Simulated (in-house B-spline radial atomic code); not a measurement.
The numbers below are computed, except where a source is named.
Cu ion on Ge atom: potential, deflection and energy transfer

The pair potential comes from two frozen, spherical free-atom densities (PBE, B-spline radial code, scalar-relativistic past argon): electrostatics plus the change in Thomas-Fermi kinetic and Dirac exchange energy where they overlap, the recipe behind the universal ZBL potential, which averages such potentials (from solid-state densities) over many pairs. It is written V = (Z1 Z2 e²/r) φ(r/a), with e² = 14.3996 eV·Å and a = 0.46850 Å/(Z1^0.23 + Z2^0.23); ZBL's fit is φ = 0.18175 e^(−3.1998x) + 0.50986 e^(−0.94229x) + 0.28022 e^(−0.4029x) + 0.02817 e^(−0.20162x). Where φ falls below 4e-4 it is continued as an exponential.

Masses 63.55 and 72.63 u.

```json
{"x = r/a": "0.1", "φ, this pair": "0.8933", "φ, ZBL": "0.8928"}
{"x = r/a": "0.5", "φ, this pair": "0.6239", "φ, ZBL": "0.6096"}
{"x = r/a": "1.5", "φ, this pair": "0.3128", "φ, ZBL": "0.2995"}
{"x = r/a": "3", "φ, this pair": "0.1365", "φ, ZBL": "0.1292"}
{"x = r/a": "5", "φ, this pair": "0.05357", "φ, ZBL": "0.05224"}
{"x = r/a": "8", "φ, this pair": "0.0162", "φ, ZBL": "0.01705"}
{"x = r/a": "12", "φ, this pair": "0.004209", "φ, ZBL": "0.00474"}
{"x = r/a": "17", "φ, this pair": "0.001101", "φ, ZBL": "0.001212"}
```

(1) At x = 2 the electrostatic, kinetic and exchange parts are 7249.88, 7694.75 and -365.29 eV. Find r, V and φ.

(2) The ion comes in at 2.347 keV with impact parameter 0.0534 Å. The scattering integral gives a centre-of-mass angle of 164.7° and a closest approach of 5.127 a. What are the reduced energy, the energy passed on and the laboratory angles?

Results:

(1) a = 0.46850/(2.1695 + 2.2191) = 0.10675 Å, so r = 0.21351 Å. V = 7249.88 + 7694.75 + (-365.29) = 14579.34 eV. The bare repulsion is 29 × 32 × 14.3996/0.21351 = 62587 eV, so φ = 0.2329, +5.0 % against ZBL's 0.2218. The kinetic (Pauli) term is 53 % of V here.

(2) ε = E a M2/(Z1 Z2 e² (M1 + M2)) = 2347 × 4.2608e-06 = 0.01. The most that one collision can pass on is γE with γ = 4 M1 M2/(M1 + M2)² = 0.9956. Here T = γE sin²(θ/2) = 0.9956 × 2347 × 0.9822 = 2295 eV. The ion turns by arctan(sin θ/(cos θ + M1/M2)) = 108.7° (second quadrant: it bounces back), and the struck atom leaves at (180° − θ)/2 = 7.7°. The closest approach is 0.547 Å. With ZBL the angle would be 164.45° and T = 2294 eV.
